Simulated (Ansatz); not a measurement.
Question: Name a neutral molecule of Br, C, Ga, Si and H with LUMO energy (PBE0/def2-TZVPP) between -2.45 and -2.15 eV and HOMO energy (PBE/def2-TZVPP) between -5.30 and -5.00 eV (Ansatz, PBE0-D4/def2-TZVP geometry).

Answer: `Br[SiH]1[CH2][GaH]1` (-2.20 eV, -5.17 eV). Other molecules can fit too; these were computed, each in one conformer that needn't be the lowest.
